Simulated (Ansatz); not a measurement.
The cluster SiTe₂. Charge 0, multiplicity 1. Geometry r2SCAN-D4/def2-TZVP; atoms count from 1.

```tsv
atom	x (Å)	y (Å)	z (Å)
Si1	-0.340	-0.484	-1.241
Te2	-1.087	-0.125	1.108
Te3	1.427	0.609	0.133
```

In the def2 sets Te takes a core potential; there is no spin–orbit coupling. The structure comes from a short search, and lower isomers may exist.

Question: Estimate the Mulliken populations from the PBE0/def2-TZVP orbitals of Ansatz.

Answer: 
```tsv
atom	charge (e)
Si1	0.12
Te2	-0.06
Te3	-0.06
```
Mulliken values depend strongly on the basis.

Question: And the Mayer bond orders between heavy atoms (over 0.3)?

Answer: Si1–Te2 1.27 (2.49 Å); Si1–Te3 1.27 (2.49 Å); Te2–Te3 1.08 (2.80 Å).
